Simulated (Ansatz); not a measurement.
`C[SiH2]C(C)=S` + `CC[SeH]` → `CC[Se][SiH2]C` + `CC=S`  (ligand exchange at the Si–C bond)

Program: Ansatz. Geometries: PBE0-D4/def2-TZVP. ΔE: electronic, gas phase. CCSD(T)/CBS adds triple-zeta CCSD(T) − MP2 to the extrapolated MP2 energy (def2 sets, frozen cores). DFT in def2-TZVPP. B3LYP here is the variant with VWN-RPA as its local correlation; programs differ in this. For Se outer-core shells are correlated without core-valence functions, which leaves a few kJ/mol of doubt a bond. Scalar relativity is left out up to krypton. Each species was taken in one conformer, which may not be the lowest.

```
         level  ΔE (kcal/mol)
        PBE-D4          -14.8
         B3LYP          -14.8
 MP2/CBS(def2)          -16.0
CCSD/CBS(def2)          -15.5
```

**Question.** What does CCSD(T)/CBS give? (Estimate.)

**Answer.** Computed: -15.3 kcal/mol. The listed levels differ from it by 0.5, 0.5, -0.7, -0.2 kcal/mol.

Largest T1 diagnostic among the species: 0.016.

In def2-TZVPP, CCSD(T) changes the Hartree–Fock value by +1.6 kcal/mol (the triples alone add +0.2 kcal/mol) and MP2 by +0.8 kcal/mol.
